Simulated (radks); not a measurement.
Question: The silicon ion Si4+, [Ne]. All-electron calculation, non-relativistic Kohn-Sham, PBE, spin-polarised, spherical densities, point nucleus. Program: a radial shooting solver on a logarithmic mesh with Libxc functionals. Every spin shell is full or empty, so the densities are truly spherical. Functionals are evaluated on that one density, not self-consistently. Rank these exchange functionals by their error against the exact value of the orbitals, and give that value: LDA, B88, PBE, PBEsol, revPBE, RPBE, OPTX, WC, AM05, APBE, SCAN, Tao-Mo, TASK, MVS.

Answer: Exact: -19.1713 hartree. From best to worst, with 100 (|E| - |E exact|)/|E exact| (equal figures are ties): OPTX -0.03, RPBE -0.04, B88 -0.09, Tao-Mo -0.13, MVS -0.15, revPBE -0.18, SCAN +0.32, APBE +0.46, PBE -0.71, WC -1.83, TASK -2.46, PBEsol -3.78, AM05 -7.36, LDA -8.59.
